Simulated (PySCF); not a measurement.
GeH6O2Si, SMILES [OH][GeH2][O][SiH3]. Atoms are numbered in the order given.

```xyz
10

O      1.8387     0.2623     0.5143
Ge     0.5862    -0.7795    -0.1824
O     -0.8435     0.2113    -0.5276
Si    -1.7246     1.3156     0.3458
H      2.1660     0.9273    -0.1011
H      1.0046    -1.3625    -1.5388
H      0.2700    -1.7946     0.9191
H     -3.0753     1.4285    -0.2754
H     -1.0688     2.6589     0.3271
H     -1.8717     0.8776     1.7695
```
Charge 0, spin multiplicity 1.

Coordinates come from a PBE0-D3(BJ)/def2-SVP optimisation. The structure was generated by enumeration, and PubChem lists no compound with its InChIKey, so it may never have been made. One conformer was computed; it need not be the lowest.

Level of theory: TDA-LC-ωPBE/def2-SVPD (PySCF 2.14.0).

Vertical excitations. Isolated molecule, no solvent.

Problem. Give excitation energies, oscillator strengths and character. (Estimate from the structure and the level; the computed values follow.)

Solution. 
```json
[
 {"state": "S1", "energy (eV)": "7.70", "λ (nm)": "161", "f": "0.001", "main pairs": "HOMO→LUMO+1 53 %, HOMO→LUMO 33 %"},
 {"state": "S2", "energy (eV)": "7.95", "λ (nm)": "156", "f": "0.007", "main pairs": "HOMO−1→LUMO+1 44 %, HOMO−1→LUMO 30 %"},
 {"state": "S3", "energy (eV)": "8.05", "λ (nm)": "154", "f": "0.039", "main pairs": "HOMO−2→LUMO 47 %, HOMO−2→LUMO+2 15 %, HOMO−1→LUMO+1 9 %"},
 {"state": "S4", "energy (eV)": "8.51", "λ (nm)": "146", "f": "0.014", "main pairs": "HOMO−1→LUMO 19 %, HOMO−3→LUMO 14 %, HOMO−1→LUMO+2 13 %, HOMO−1→LUMO+1 9 %"},
 {"state": "S5", "energy (eV)": "8.67", "λ (nm)": "143", "f": "0.009", "main pairs": "HOMO−2→LUMO+1 17 %, HOMO−2→LUMO 12 %, HOMO→LUMO+1 11 %, HOMO→LUMO 9 %"},
 {"state": "S6", "energy (eV)": "8.84", "λ (nm)": "140", "f": "0.023", "main pairs": "HOMO→LUMO 18 %, HOMO−2→LUMO+1 17 %, HOMO→LUMO+3 12 %, HOMO−3→LUMO+1 8 %"},
 {"state": "S7", "energy (eV)": "9.02", "λ (nm)": "137", "f": "0.143", "main pairs": "HOMO→LUMO+2 37 %, HOMO→LUMO 8 %, HOMO→LUMO+3 7 %, HOMO→LUMO+1 6 %"},
 {"state": "S8", "energy (eV)": "9.13", "λ (nm)": "136", "f": "0.013", "main pairs": "HOMO→LUMO+7 18 %, HOMO→LUMO+5 9 %, HOMO→LUMO+3 8 %, HOMO→LUMO+2 6 %"},
 {"state": "S9", "energy (eV)": "9.24", "λ (nm)": "134", "f": "0.063", "main pairs": "HOMO−1→LUMO+3 31 %, HOMO−1→LUMO+2 13 %, HOMO−3→LUMO+1 12 %, HOMO−1→LUMO 9 %"},
 {"state": "S10", "energy (eV)": "9.36", "λ (nm)": "132", "f": "0.027", "main pairs": "HOMO→LUMO+3 17 %, HOMO−2→LUMO+2 10 %, HOMO−3→LUMO 8 %, HOMO−1→LUMO+3 8 %"},
 {"state": "T1", "energy (eV)": "7.18", "λ (nm)": "173", "f": "0", "main pairs": "HOMO→LUMO+1 56 %, HOMO→LUMO 24 %"},
 {"state": "T2", "energy (eV)": "7.38", "λ (nm)": "168", "f": "0", "main pairs": "HOMO−1→LUMO+1 36 %, HOMO−1→LUMO 23 %, HOMO−2→LUMO 11 %, HOMO−2→LUMO+2 6 %"},
 {"state": "T3", "energy (eV)": "7.49", "λ (nm)": "166", "f": "0", "main pairs": "HOMO−2→LUMO 32 %, HOMO−2→LUMO+2 19 %, HOMO−1→LUMO+1 16 %"},
 {"state": "T4", "energy (eV)": "7.95", "λ (nm)": "156", "f": "0", "main pairs": "HOMO→LUMO 12 %, HOMO−1→LUMO 9 %, HOMO−3→LUMO 9 %, HOMO−2→LUMO+4 9 %"}
]
```
Triplets are in the Tamm–Dancoff approximation.
